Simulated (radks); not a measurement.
Problem. Spherical quantum dot in the effective-mass picture: electrons in a parabolic well V = omega^2 r^2 / 2 with omega = 4.58, all in effective atomic units (hartree* = m*/eps^2 hartree, bohr* = eps/m* bohr), one dielectric constant everywhere. Calculated with a radial shooting solver with Libxc functionals: non-relativistic Kohn-Sham, r2SCAN, spin-polarised, spherical densities, generalised Kohn-Sham scheme. Levels are named by radial order and angular momentum (1s, 1p, 1d, 2s, ...), and open shells are averaged over m. At N = 8 the configuration is 1s2 1p6. Does electron 9 go into 2s up or 1d up?

Solution. Into 1d up. The total energies of the other choices lie higher by 0.361 hartree* (2s up).
